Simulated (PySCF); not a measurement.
BP86 on P (phosphorus, neutral), [Ne] 3s2 3p2 3d1, one real determinant (an excited configuration). Computed with PySCF 2.14 in dyall-av3z, with no relativity, point nucleus.

```
cycle= 1 E= -340.98390300083  delta_E= -0.0104  |g|= 0.0165  |ddm|= 0.328
cycle= 2 E= -340.983953598779  delta_E= -5.06e-05  |g|= 0.0067  |ddm|= 0.0956
cycle= 3 E= -340.983978962676  delta_E= -2.54e-05  |g|= 0.00251  |ddm|= 0.0267
cycle= 4 E= -340.983980377044  delta_E= -1.41e-06  |g|= 0.000255  |ddm|= 0.00254
cycle= 5 E= -340.983980391448  delta_E= -1.44e-08  |g|= 2.18e-05  |ddm|= 0.00052
cycle= 6 E= -340.983980391864  delta_E= -4.17e-10  |g|= 3.84e-06  |ddm|= 0.000143
converged SCF energy = -340.983980391864  <S^2> = 3.7510307  2S+1 = 4.0005153
```

Highest occupied orbital energy: 0.475 eV; ⟨L²⟩ = 7.98; populations by l: s 6.00, p 8.00, d 1.00, f 0.00.

**Question.** Can this result be used?

**Answer.** Not for this state. The run converged. ⟨L²⟩ = 7.98 against 12 for a pure F term, so this real determinant mixes terms. The outer electron is Rydberg-like, and this basis confines it to a smaller radius and binds it less than a complete one would. At BP86 the highest occupied level has a positive energy, so only the finite basis holds that electron; for this excited configuration the basis is too tight for the outer shell.
